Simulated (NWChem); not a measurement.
The numbers come from NWChem runs, not from measurements. System: C$_{2}$H$_{7}$FSi$_{2}$, charge 0, spin multiplicity 1, at a geometry optimised with PBE0/def2-SVP. The structure started from a generated list of species. Level: RHF/def2-SVP.

Job file:

```
start mol
memory heap 200 mb stack 800 mb global 1000 mb
geometry units angstroms nocenter noautoz
  F      1.255710    -0.748162     0.000000
  C     -0.066973    -0.472306     0.000000
  Si    -1.148973    -2.023131     0.000000
  C     -0.457935     0.806085     0.000000
  Si     0.752204     2.242845     0.000000
  H     -0.851730    -2.837554     1.214069
  H     -2.575722    -1.591754     0.000000
  H     -0.851730    -2.837554    -1.214069
  H     -1.537172     0.988667     0.000000
  H      1.622795     2.208110     1.212817
  H      1.622795     2.208110    -1.212817
  H     -0.026414     3.516766     0.000000
  symmetry group Cs
end
basis spherical
  * library def2-svp
end
scf
  rhf
  nopen 0
  maxiter 100
  thresh 1e-7
  semidirect memsize 60000000 filesize 0
end
task scf energy
```

NWChem printed:

```
             Northwest Computational Chemistry Package (NWChem) 7.3.0
             --------------------------------------------------------

                                NWChem Input Module
                                -------------------

 Scaling coordinates for geometry "geometry" by  1.889725989
 (inverse scale =  0.529177249)

 Turning off AUTOSYM since
 SYMMETRY directive was detected!

                             Geometry "geometry" -> ""
                             -------------------------

 Output coordinates in angstroms (scale by  1.889725989 to convert to a.u.)

  No.       Tag          Charge          X              Y              Z
 ---- ---------------- ---------- -------------- -------------- --------------
    1 F                    9.0000     1.25571000    -0.74816200     0.00000000
    2 C                    6.0000    -0.06697300    -0.47230600     0.00000000
    3 Si                  14.0000    -1.14897300    -2.02313100     0.00000000
    4 C                    6.0000    -0.45793500     0.80608500     0.00000000
    5 Si                  14.0000     0.75220400     2.24284500     0.00000000
    6 H                    1.0000    -0.85173000    -2.83755400     1.21406900
    7 H                    1.0000    -2.57572200    -1.59175400     0.00000000
    8 H                    1.0000    -0.85173000    -2.83755400    -1.21406900
    9 H                    1.0000    -1.53717200     0.98866700     0.00000000
   10 H                    1.0000     1.62279500     2.20811000     1.21281700
   11 H                    1.0000     1.62279500     2.20811000    -1.21281700
   12 H                    1.0000    -0.02641400     3.51676600     0.00000000

 Effective nuclear repulsion energy (a.u.)     267.2492135964

            Nuclear Dipole moment (a.u.)
            ----------------------------
        X                 Y               Z
 ---------------- ---------------- ----------------
    -0.0000037795     0.0000056692     0.0000000000

      Symmetry information
      --------------------

 Group name             Cs
 Group number              2
 Group order               2
 No. of unique centers    10

      Symmetry unique atoms

     1    2    3    4    5    6    7    9   10   12


 Summary of "ao basis" -> "" (spherical)
 ------------------------------------------------------------------------------
       Tag                 Description            Shells   Functions and Types
 ---------------- ------------------------------  ------  ---------------------
 *                          def2-svp                  on all atoms

 Summary of "ao basis" -> "ao basis" (spherical)
 ------------------------------------------------------------------------------
       Tag                 Description            Shells   Functions and Types
 ---------------- ------------------------------  ------  ---------------------
 F                          def2-svp                 6       14   3s2p1d
 C                          def2-svp                 6       14   3s2p1d
 Si                         def2-svp                 8       18   4s3p1d
 H                          def2-svp                 3        5   2s1p

                                 NWChem SCF Module
                                 -----------------

  ao basis        = "ao basis"
  functions       =   113
  atoms           =    12
  closed shells   =    28
  open shells     =     0
  charge          =   0.00
  wavefunction    = RHF
  use symmetry    = T
  symmetry adapt  = T

 Summary of "ao basis" -> "ao basis" (spherical)
[...]
    31 a'         32 a'         33 a"         34 a'         35 a'
    36 a'         37 a"         38 a'

             Final eigenvalues
             -----------------

              1
    1  -68.7755
    2  -68.7613
    3  -26.3041
    4  -11.3281
    5  -11.2397
    6   -6.1470
    7   -6.1318
    8   -4.2573
    9   -4.2571
   10   -4.2570
   11   -4.2421
   12   -4.2420
   13   -4.2419
   14   -1.6053
   15   -1.0392
   16   -0.8338
   17   -0.7628
   18   -0.7224
   19   -0.6966
   20   -0.6900
   21   -0.6211
   22   -0.5477
   23   -0.5013
   24   -0.4989
   25   -0.4866
   26   -0.4781
   27   -0.4570
   28   -0.3832
   29    0.0992
   30    0.1496
   31    0.1737
   32    0.1789
   33    0.2012
   34    0.2018
   35    0.2385
   36    0.2482
   37    0.2487
   38    0.2592

                       ROHF Final Molecular Orbital Analysis
                       -------------------------------------

 Vector   26  Occ=2.000000D+00  E=-4.780532D-01  Symmetry=a'
              MO Center=  5.6D-01,  2.8D+00,  2.3D-14, r^2= 2.4D+00
   Bfn.  Coefficient  Atom+Function         Bfn.  Coefficient  Atom+Function
  ----- ------------  ---------------      ----- ------------  ---------------
   109      0.365907  12 H  s               110      0.235644  12 H  s
    68     -0.226958   5 Si px               99     -0.188123  10 H  s
   104     -0.188123  11 H  s                69      0.168999   5 Si py
    71     -0.154337   5 Si px

 Vector   27  Occ=2.000000D+00  E=-4.570287D-01  Symmetry=a'
              MO Center= -1.3D-01,  2.3D-01, -4.6D-15, r^2= 4.5D+00
   Bfn.  Coefficient  Atom+Function         Bfn.  Coefficient  Atom+Function
  ----- ------------  ---------------      ----- ------------  ---------------
    51     -0.283920   4 C  py               19      0.278945   2 C  py
    50     -0.193172   4 C  px               54     -0.189449   4 C  py
    37     -0.188130   3 Si py               17     -0.171622   2 C  s
    69      0.165675   5 Si py               53     -0.154675   4 C  px

 Vector   28  Occ=2.000000D+00  E=-3.831579D-01  Symmetry=a"
              MO Center= -9.6D-02,  2.1D-01,  5.0D-15, r^2= 2.8D+00
   Bfn.  Coefficient  Atom+Function         Bfn.  Coefficient  Atom+Function
  ----- ------------  ---------------      ----- ------------  ---------------
    52      0.366495   4 C  pz               20      0.351946   2 C  pz
    55      0.322302   4 C  pz               23      0.235931   2 C  pz
     6      0.192103   1 F  pz                9     -0.175839   1 F  pz

 Vector   29  Occ=0.000000D+00  E= 9.923076D-02  Symmetry=a"
              MO Center= -2.1D-01,  1.8D-01,  1.3D-15, r^2= 4.8D+00
   Bfn.  Coefficient  Atom+Function         Bfn.  Coefficient  Atom+Function
  ----- ------------  ---------------      ----- ------------  ---------------
    73      0.575219   5 Si pz               41     -0.504579   3 Si pz
    23     -0.450541   2 C  pz              100     -0.445431  10 H  s
   105      0.445431  11 H  s                55      0.426335   4 C  pz
    80      0.410077   6 H  s                90     -0.410077   8 H  s
    20     -0.311482   2 C  pz               52      0.263832   4 C  pz

 Vector   30  Occ=0.000000D+00  E= 1.496409D-01  Symmetry=a'
              MO Center= -1.2D+00, -1.5D+00, -1.9D-15, r^2= 6.1D+00
   Bfn.  Coefficient  Atom+Function         Bfn.  Coefficient  Atom+Function
  ----- ------------  ---------------      ----- ------------  ---------------
    39      1.134153   3 Si px               17     -0.915510   2 C  s
    40      0.901757   3 Si py               85      0.692176   7 H  s
    95      0.680735   9 H  s                49     -0.646671   4 C  s
    22      0.469659   2 C  py               21      0.349867   2 C  px
   110      0.329356  12 H  s                72     -0.301716   5 Si py

 Vector   31  Occ=0.000000D+00  E= 1.737034D-01  Symmetry=a'
              MO Center= -2.3D-01, -1.0D-02,  5.5D-16, r^2= 9.7D+00
   Bfn.  Coefficient  Atom+Function         Bfn.  Coefficient  Atom+Function
  ----- ------------  ---------------      ----- ------------  ---------------
    71      1.008248   5 Si px               40     -0.915351   3 Si py
    85      0.879325   7 H  s                39      0.791392   3 Si px
    49      0.790139   4 C  s                80     -0.597299   6 H  s
    90     -0.597299   8 H  s                72      0.588331   5 Si py
    54      0.449149   4 C  py               17      0.378960   2 C  s

 center of mass
 --------------
 x =   0.06844820 y =  -0.04267413 z =   0.00000000

 moments of inertia (a.u.)
 ------------------
        1158.080445169988        -375.037920807759           0.000000000000
        -375.037920807759         381.838557619521           0.000000000000
           0.000000000000           0.000000000000        1497.524293385043

  Mulliken analysis of the total density
  --------------------------------------

    Atom       Charge   Shell Charges
 -----------   ------   -------------------------------------------------------
    1 F    9     9.34   1.99  1.12  0.82  3.33  2.07  0.01
    2 C    6     5.93   1.99  0.91  0.31  1.88  0.76  0.08
    3 Si  14    13.30   2.00  1.99  0.95  0.15  5.94  1.25  0.80  0.22
    4 C    6     6.42   1.99  0.88  0.36  2.01  1.16  0.03
    5 Si  14    13.28   2.00  1.99  0.94  0.15  5.94  1.23  0.81  0.22
    6 H    1     1.13   0.74  0.38  0.01
    7 H    1     1.14   0.74  0.39  0.01
    8 H    1     1.13   0.74  0.38  0.01
    9 H    1     0.92   0.74  0.15  0.03
   10 H    1     1.13   0.74  0.38  0.01
   11 H    1     1.13   0.74  0.38  0.01
   12 H    1     1.15   0.75  0.39  0.01

       Multipole analysis of the density wrt the origin
       ------------------------------------------------

     L   x y z        total         open         nuclear
     -   - - -        -----         ----         -------
     0   0 0 0     -0.000000      0.000000     56.000000

     1   1 0 0     -0.693438      0.000000     -0.000004
     1   0 1 0     -0.084974      0.000000      0.000006
     1   0 0 1      0.000000      0.000000      0.000000

     2   2 0 0    -36.144697      0.000000    205.677090
     2   1 1 0      0.861328      0.000000    214.869737
     2   1 0 1     -0.000000      0.000000      0.000000
     2   0 2 0    -35.230802      0.000000    641.849825
     2   0 1 1      0.000000      0.000000      0.000000
     2   0 0 2    -36.427661      0.000000     21.032773

 Task  times  cpu:        3.6s     wall:        3.6s

 Total times  cpu:        3.7s     wall:        3.7s
```
